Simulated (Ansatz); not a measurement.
Reaction: H5SiPO (hydroxysilylphosphane, SMILES O[SiH2]P) → H4SiPO (SMILES [O][SiH2]P, doublet) + H (doublet) (the H-O bond breaks)
Each species at its own B3LYP-D3(BJ)/def2-TZVP minimum (Ansatz, a program for electronic structure), one conformer.

Total energies in hartree (Ansatz). Open shells are spin-unrestricted; no spin-orbit coupling. Correlated methods leave the cores frozen. No relativity. Where a partner has so few electrons that a lower coupled-cluster level is exact, that level stands in. The UHF reference of H4OPSi ([O][SiH2]P, doublet) is spin-contaminated (<S^2> up to 0.03 over the pure value in the sets run).

```tsv
species	HF/cc-pV(T+d)Z	CCSD(T)/cc-pV(T+d)Z	HF/cc-pV(Q+d)Z	CCSD(T)/cc-pV(Q+d)Z	CCSD(T)/cc-pV(D+d)Z	CCSDT(Q)/cc-pV(D+d)Z
1: H5SiPO (hydroxysilylphosphane, SMILES O[SiH2]P)	-707.55788	-708.14711	-707.57180	-708.19930	-707.97014	-707.97229
2: H4SiPO (SMILES [O][SiH2]P, doublet)	-706.90557	-707.45778	-706.91894	-707.50801	-707.28900	-707.29259
3: H (doublet)	-0.49981	-0.49981	-0.49995	-0.49995	-0.49928	-0.49928
```

Q: Work out the bond dissociation energy (electronic) in kJ/mol: take Hartree-Fock from cc-pV(Q+d)Z, extrapolate the CCSD(T) correlation energy as X^-3 (X = 3, 4), and add CCSDT(Q) - CCSD(T) in cc-pV(D+d)Z. 1 hartree = 2625.5 kJ/mol.

A: 
Species 1: correlation (64·(-0.62750) - 27·(-0.58923))/37 = -0.65543; step -0.00215; E1 = -707.57180 + (-0.65543) + (-0.00215) = -708.22938
Species 2: correlation (64·(-0.58907) - 27·(-0.55221))/37 = -0.61597; step -0.00359; E2 = -706.91894 + (-0.61597) + (-0.00359) = -707.53850
Species 3: correlation (64·(0.00000) - 27·(0.00000))/37 = 0.00000; step +0.00000; E3 = -0.49995 + (0.00000) + (+0.00000) = -0.49995
-1·E1 +1·E2 +1·E3 = 0.19093 hartree = 501.3 kJ/mol.
